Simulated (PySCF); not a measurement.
C2H3ClGeO2, singlet, at the geometry of the source list; HF/STO-3G in PySCF.

PySCF was given this input:
```python
from pyscf import gto, scf

mol = gto.M(
    atom='''
O     2.456500   -0.103500    0.304800
C     1.201500   -0.145700    0.402300
O     0.239600   -0.972600    0.964500
C    -0.609600   -0.916600   -0.164400
Ge   -0.209700    0.974300   -0.204300
Cl   -1.080800    2.213000    1.292600
H    -0.271100   -1.432100   -1.069800
H    -1.668100   -1.169500    0.097300
H    -0.058100    1.552700   -1.623000
''',
    basis='sto-3g',
    charge=0,
    spin=0,
    verbose=4,
)

mf = scf.RHF(mol)
mf.kernel()
mf.analyze()
```

Q: Write the output that PySCF gives for this input, abridged.

A: 
```
PySCF version 2.14.0

[INPUT] verbose = 4
[INPUT] num. atoms = 9
[INPUT] num. electrons = 80
[INPUT] charge = 0
[INPUT] spin (= nelec alpha-beta = 2S) = 0
[INPUT] symmetry False subgroup None
[INPUT] Mole.unit = angstrom
[INPUT] Symbol           X                Y                Z      unit          X                Y                Z       unit  Magmom
[...]
nuclear repulsion = 553.102955896766
number of shells = 28
number of NR pGTOs = 150
number of NR cGTOs = 50
basis = sto-3g
ecp = {}

******** <class 'pyscf.scf.hf.RHF'> ********
method = RHF
initial guess = minao
damping factor = 0
level_shift factor = 0
DIIS = <class 'pyscf.scf.diis.CDIIS'>
diis_start_cycle = 1
diis_space = 8
diis_damp = 0
SCF conv_tol = 1e-09
SCF conv_tol_grad = None
SCF max_cycles = 50
direct_scf = True
direct_scf_tol = 1e-13
Set gradient conv threshold to 3.16228e-05
Initial guess from minao.
init E= -2728.79179117859
[...]
cycle= 1 E= -2730.34029619064  delta_E= -1.55  |g|= 0.775  |ddm|= 4.16
[...]
cycle= 2 E= -2730.47761477201  delta_E= -0.137  |g|= 0.548  |ddm|= 1.54
[...]
cycle= 3 E= -2730.55432508227  delta_E= -0.0767  |g|= 0.0791  |ddm|= 0.651
[...]
cycle= 4 E= -2730.55771075217  delta_E= -0.00339  |g|= 0.0362  |ddm|= 0.159
[...]
cycle= 5 E= -2730.55850774539  delta_E= -0.000797  |g|= 0.0133  |ddm|= 0.081
[...]
cycle= 6 E= -2730.55868683004  delta_E= -0.000179  |g|= 0.00527  |ddm|= 0.0457
[...]
cycle= 7 E= -2730.55871167426  delta_E= -2.48e-05  |g|= 0.000912  |ddm|= 0.0205
[...]
cycle= 8 E= -2730.55871231807  delta_E= -6.44e-07  |g|= 0.000174  |ddm|= 0.0031
[...]
cycle= 9 E= -2730.55871234784  delta_E= -2.98e-08  |g|= 5.91e-05  |ddm|= 0.000585
[...]
cycle= 10 E= -2730.5587123525  delta_E= -4.66e-09  |g|= 3.19e-05  |ddm|= 0.000198
[...]
cycle= 11 E= -2730.55871235442  delta_E= -1.92e-09  |g|= 1.71e-05  |ddm|= 0.000144
[...]
cycle= 12 E= -2730.55871235517  delta_E= -7.49e-10  |g|= 5.67e-06  |ddm|= 0.000122
[...]
Extra cycle  E= -2730.55871235521  delta_E= -3.82e-11  |g|= 3.79e-06  |ddm|= 1.47e-05
converged SCF energy = -2730.55871235521
**** SCF Summaries ****
Total Energy =                       -2730.558712355206808
Nuclear Repulsion Energy =             553.102955896766389
One-electron Energy =                -4920.727887324810581
Two-electron Energy =                 1637.066219072837384
Two-electron Coulomb Energy =         1771.472173093381798
DFT Exchange-Correlation Energy =     -134.405954020544414
HOMO-LUMO gap [eV] =                    14.080303173464918
**** MO energy ****
[...]
 ** Mulliken pop on meta-lowdin orthogonal AOs  **
 ** Mulliken pop  **
 ** Mulliken atomic charges  **
charge of    0O =     -0.16570
charge of    1C =      0.08081
charge of    2O =     -0.17314
charge of    3C =     -0.10017
charge of    4Ge =      0.62960
charge of    5Cl =     -0.25677
charge of    6H =      0.03636
charge of    7H =      0.03637
charge of    8H =     -0.08737
Dipole moment(X, Y, Z, Debye): -1.46137, -0.19005, -2.77439
```
